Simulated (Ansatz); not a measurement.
The cluster Be2Te2. Charge 0, multiplicity 3. Geometry PBE0-D4/def2-TZVPD, that of the charge -1 doublet; atoms count from 1.

```
atom    x (Å)    y (Å)    z (Å)
 Be1   1.0783   0.2234  -0.1977
 Be2  -1.0790  -0.2236   0.1978
 Te3   0.5264  -1.5923   1.0696
 Te4  -0.5256   1.5925  -1.0697
```

In the def2 sets Te takes a core potential; there is no spin–orbit coupling. At PBE0-D4/def2-TZVPD a singlet of charge 0 lies 1.75 eV below the triplet at the same geometry. The structure comes from a short search, and lower isomers may exist.

Q: Estimate the Mulliken populations from the PBE0/def2-TZVPD orbitals of Ansatz.

A: 
```json
{"atom": "Be1", "charge (e)": "-0.23", "spin (α − β)": "0.50"}
{"atom": "Be2", "charge (e)": "-0.23", "spin (α − β)": "0.50"}
{"atom": "Te3", "charge (e)": "0.23", "spin (α − β)": "0.50"}
{"atom": "Te4", "charge (e)": "0.23", "spin (α − β)": "0.50"}
```
Mulliken values and Mayer orders depend strongly on the basis. With diffuse functions, as here, like atoms can get unlike values, and bond orders can come out too low or too high.

Q: Where does the spin sit?

A: Summed by element: Be 1.00, Te 1.00, of 2 unpaired in all. Largest on single atoms: Te3 0.50, Te4 0.50, Be2 0.50.

Q: And the Mayer bond orders between bonded heavy atoms (over 0.3)?

A: Be1–Be2 0.54 (2.24 Å); Be1–Te3 1.09 (2.28 Å); Be1–Te4 1.09 (2.28 Å); Be2–Te3 1.09 (2.28 Å); Be2–Te4 1.09 (2.28 Å). Values over 0.3 also appear between atoms too far apart for a bond (Te3–Te4 0.33 at 3.98 Å); they arise where an orbital or an unpaired electron spreads over both atoms.
